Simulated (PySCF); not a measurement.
# C₆ coefficients of unlike pairs at PBE

Calculated with PySCF 2.14 from the dipole response of each species, C₆(A,B) = (3/π) ∫ α_A(iu) α_B(iu) du, in atomic units, from isotropic polarisabilities. For ions this is the dispersion term alone; charge-induced terms of lower order in 1/R come first.

```tsv
species	configuration	basis	relativity	α (bohr³)	C₆ (like pair)
F	[He] 2s2 2p5 (2P)	aug-cc-pwCVDZ (5s4p2d)	none	3.161	8.134
Zr	[Kr] 4d2 5s2 (3F)	aug-cc-pVTZ-DK (9s8p6d3f2g)	spin-free X2C	121.6	1691
Sc	[Ar] 3d1 4s2 (2D)	aug-cc-pwCVTZ-DK with one added diffuse shell each of s, p, d, f, g type (11s10p8d5f4g)	spin-free X2C	124.1	1522
B³⁺	1s2 (1S)	aug-cc-pCVTZ-DK with one added diffuse shell each of s, p, d, f type (8s7p5d3f)	spin-free X2C	0.01943	0.002520
```

Estimate C₆ for Zr with F.

The integral gives 83.51. The combination rule 2 C_A C_B / (C_A α_B/α_A + C_B α_A/α_B) gives 77.06 and the geometric mean 117.3.

No spin-orbit coupling is included.

The other pairs:

```
   pair       C₆
 B³⁺, F  0.09799
B³⁺, Sc   0.5628
 Sc, Zr     1599
  Sc, F    73.87
B³⁺, Zr   0.6528
```
